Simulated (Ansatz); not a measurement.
Energy difference R1 → P1 + P2, each structure at its B3LYP-D3(BJ)/def2-TZVP stationary point, reached from a drawn start (curvature not checked).
P1: H atom, charge 0, multiplicity 2.
R1: H2Mg (SMILES [MgH2]), charge 0, multiplicity 1.
P2: HMg (SMILES [MgH]), charge 0, multiplicity 2.

P less R. No zero-point or thermal terms; singlets are restricted closed shells; open shells are unrestricted.

Correlated levels freeze the cores. CBS: X⁻³ extrapolation of the correlation energy, Hartree–Fock from the larger set.

The values were computed with Ansatz (a program for electronic structure) with Gaussian orbitals. No computed number here is a measurement.

Question: Predict the reaction energy from CCSD(T)/CBS(def2-TZVPP, def2-QZVPP).

Answer: 3.17 eV

Question: Estimate the reaction energy that MP2/CBS(def2-TZVPP, def2-QZVPP) returns for this input.

Answer: 3.03 eV

Question: Give the reaction energy at the level r2SCAN/def2-TZVPP.

Answer: 3.01 eV
